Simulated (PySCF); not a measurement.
BiF$_{3}$, charge -1, doublet, geometry from GFN2-xTB (such geometries of metal compounds can be far from the true shape) (a state made from the parent by changing its charge; the spin is typed, not shown lowest) (core potentials on Bi) (in this run its highest filled SCF level lies above zero, so its values depend strongly on the basis, on diffuse functions most of all). Base run: BLYP/def2-SVP in PySCF.

The PySCF input:
```python
from pyscf import gto, scf, dft

mol = gto.M(
    atom='''
Bi   -0.00000000    0.00000000   -0.00000000
F    -1.82625889   -1.38897808   -0.00746710
F    -0.28966236    2.27575214    0.03981639
F     2.11592124   -0.88677405   -0.03234929
''',
    basis='def2-svp',
    ecp={'Bi': 'def2-svp'},
    charge=-1,
    spin=1,
    verbose=4,
)

mf = dft.UKS(mol)
mf.xc = 'blyp'
mf.kernel()
```

The base run was repeated with changes; each row names its change, and settings that it needs were set with it.

| change | ΔE vs base (µEh) | SCF cycles | <S^2> | outcome |
|---|---|---|---|---|
| base | 0.0 | 11 | 0.751 | converged |
| init_guess = 1e | 0.0 | 19 | 0.751 | converged |
| damp = 0.5; diis_start_cycle = 5 | 0.0 | 16 | 0.751 | converged |
| conv_tol_grad = 1e-7 | 0.0 | 15 | 0.751 | converged |
| DIIS = ADIIS | 0.0 | 24 | 0.751 | converged |
| init_guess = huckel | 0.0 | 12 | 0.751 | converged |
| diis_space = 20 | 0.0 | 11 | 0.751 | converged |
| conv_tol = 1e-7 | 0.0 | 10 | 0.751 | converged |
| conv_tol = 1e-11 | 0.0 | 13 | 0.751 | converged |
| diis = off; damp = 0.3 (with mf.diis_start_cycle = 200; with mf.max_cycle = 150) | - | 150 | - | not converged |
| diis_space = 12 | 0.0 | 11 | 0.751 | converged |
| init_guess = mod_huckel | 0.0 | 12 | 0.751 | converged |
| init_guess = sap | 0.0 | 19 | 0.751 | converged |

Open shells are given as the SCF converged; they aren't shown to be the lowest states, and a large step between rows can be another state.
